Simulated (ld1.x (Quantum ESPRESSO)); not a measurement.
**Before and after: TM potential for antimony (Sb)**

ld1.x (Quantum ESPRESSO) 7.5 input, shortened:

```
&input
   title='Sb', zed=51., rel=1, dft='PZ', iswitch=3,
   config='[Kr] 4d10 5s2 5p3'
 /
 &inputp
   pseudotype=2, tm=.true., lloc=0,
   nlcc=.true., rcore=1.15
 /
2
5P  2  1   3.00   0.00  1.65  1.65  0.0
5S  1  0   2.00   0.00  2.05  2.05  0.0
 &test
   configts(1)='5s2 5p3'
 /
```

All-electron outer shells of the reference configuration (LDA (PZ), scalar-relativistic, ld1.x):

| shell | level (eV) | outermost node (bohr) | outermost maximum (bohr) |
| --- | --- | --- | --- |
| 4p | -101.60 | 0.39 | 0.76 |
| 4d | -33.55 | 0.38 | 0.84 |
| 5s | -13.09 | 0.95 | 1.88 |
| 5p | -5.00 | 1.04 | 2.32 |

Change: core correction none.

Cutoffs: the cutoffs (Ry, on a coarse ladder) from which the occupation-weighted sum of valence levels, in a spherical-Bessel basis at the reference potential, stays within 10 and 1 mRy of its value at 400 Ry; they do not see the model core or the augmentation charge, which bear on the density cutoff. Errors are all-electron minus pseudo energies relative to the spin-unpolarised reference configuration.

What does the change do?

The potential gets neither clearly harder nor softer (45 Ry and 100 Ry → 45 Ry and 100 Ry); both files keep a bound ghost (p); of the 9 tests that both files solve, the error grows in 4 and shrinks in 4 by more than 15 % and 0.3 meV (median size 12.8 → 29.1 meV).

```tsv
quantity	base	changed
cutoff, loose	45 Ry	45 Ry
cutoff, tight	100 Ry	100 Ry
bound ghosts	p	p
error for 5s2 5p2, meV [ΔE 8.52 eV]	-6.0	+3.5
error for 5s2 5p1, meV [ΔE 24.77 eV]	-41	+29
error for 5s2 5p0, meV [ΔE 49.56 eV]	-156	+117
error for 5s1 5p4, meV [ΔE 8.21 eV]	-7.8	+21
error for 5s0 5p5, meV [ΔE 16.65 eV]	-29	+97
error for 5s2 5p2.5, meV [ΔE 3.36 eV]	-1.3	+0.4
error for 5s1 5p3, meV [ΔE 17.34 eV]	-22	+25
error for 5s2 5p3 (spin-polarised), meV [ΔE -1.09 eV]	-8.5	+185
error for 5s2 5p2 (spin-polarised), meV [ΔE 7.93 eV]	-13	+127
s: phases at 2.25 bohr within 0.05 rad from the reference energy up to (Ry; the scan ends near 5)	3.3	3.3
p: phases at 2.25 bohr within 0.05 rad from the reference energy up to (Ry; the scan ends near 5)	4.9	4.9
```

 A true bound ghost makes a file unfit for plane-wave use even where its test errors are small: the radial tests pick states by their node count and pass the ghost by.
